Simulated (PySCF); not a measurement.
Species: `C/C=C/C=C/S[SiH3]`. The columns A, B, C and D hold Mulliken, IAO, Hirshfeld and ESP-fitted charges (e) of one PBE0/pcSseg-1 density (PySCF), in a shuffled order. Coordinates in Å (PBE0-D3(BJ)/def2-SVP); the density's dipole moment is (-0.09, -0.55, -1.52) D.

```tsv
atom	x	y	z	A	B	C	D
C1	-1.974	0.588	-2.779	-0.113	-0.414	-0.380	-0.223
C2	-0.951	0.294	-1.737	-0.038	-0.135	+0.057	-0.243
C3	-0.973	0.760	-0.476	-0.059	-0.150	-0.327	-0.096
C4	0.035	0.460	0.520	-0.065	-0.163	-0.173	-0.131
C5	-0.002	0.947	1.774	-0.068	-0.269	-0.151	-0.252
S6	1.114	0.699	3.106	-0.059	-0.079	-0.213	-0.173
Si7	2.577	-0.654	2.300	+0.290	+0.506	+0.294	+0.397
H8	-1.523	1.085	-3.655	+0.046	+0.150	+0.116	+0.131
H9	-2.773	1.239	-2.393	+0.045	+0.142	+0.121	+0.116
H10	-2.440	-0.338	-3.155	+0.046	+0.149	+0.116	+0.131
H11	-0.118	-0.356	-2.035	+0.042	+0.135	+0.096	+0.101
H12	-1.799	1.410	-0.162	+0.045	+0.136	+0.191	+0.102
H13	0.853	-0.197	0.200	+0.040	+0.135	+0.179	+0.143
H14	-0.826	1.604	2.074	+0.049	+0.163	+0.209	+0.151
H15	1.954	-1.941	1.869	-0.069	-0.108	-0.056	-0.050
H16	3.510	-0.881	3.439	-0.064	-0.088	-0.023	-0.051
H17	3.305	-0.055	1.142	-0.070	-0.109	-0.057	-0.051
```

Problem. Which column most likely holds the ESP-fitted charges?

Solution. C. Σ q r misses the density's dipole by 0.02 D (C), 1.04 D (D), 1.10 D (A), 1.31 D (B). Charges fitted to the outside potential are the only set here that is tied to the molecule's multipoles.

Problem. And the Hirshfeld charges?

Solution. A. The mean sizes are 0.071 e (A), 0.149 e (D), 0.162 e (C), 0.178 e (B), and Hirshfeld charges are commonly the smallest of these schemes.

As computed, A = Hirshfeld, B = IAO, C = ESP-fitted, D = Mulliken. Hydrogens on carbon: Hirshfeld +0.04 to +0.05, IAO +0.13 to +0.16, ESP-fitted +0.10 to +0.21, Mulliken +0.10 to +0.15 e.

The IAO scheme counts the electrons in orthogonalised intrinsic atomic orbitals, a minimal basis polarised so that it spans the occupied orbitals exactly. The Hirshfeld scheme weights the molecular density at each point by an atom's share of the summed free-atom densities.

One conformer (not necessarily the lowest) at the PBE0-D3(BJ)/def2-SVP geometry, without solvent, vibrations or thermal averaging.

The run behind these numbers computed NMR shieldings as well. Hardware: an Arm Neoverse V1 with one thread, shared host. Cost: 36 s of wall time (with the writing of density and orbital grids), 1.0 GiB resident at most.

The values belong to the conformer `[CH3:1]/[CH:2]=[CH:3]/[CH:4]=[CH:5]/[S:6][SiH3:7]`: C2–C3–C4–C5 179°, C4–C5–S6–Si7 -2°.
